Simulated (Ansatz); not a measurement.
Ansatz results at the PBE0-D4/def2-TZVP geometry: HOMO–LUMO gap (PBE/def2-TZVPP) 4.81 eV; HOMO energy (ωB97M-V/def2-TZVPP) -9.79 eV; HOMO energy (PBE0/def2-TZVPP) -7.45 eV.

Each molecule was computed in one conformer, which needn't be the lowest.

Problem. Which molecule gave them?
A. `[NH2][Al]([F])[NH][SiH3]`
B. `[OH][Al]([F])[CH2][SiH3]`
C. `C=[C]1[CH2][GeH]1[NH2]`
D. `C=NP[SiH3]`

Solution. A. The others give `C=NP[SiH3]`: 3.89, -9.10, -7.06; `[OH][Al]([F])[CH2][SiH3]`: 6.05, -10.87, -8.67; `C=[C]1[CH2][GeH]1[NH2]`: 3.94, -8.61, -6.45.
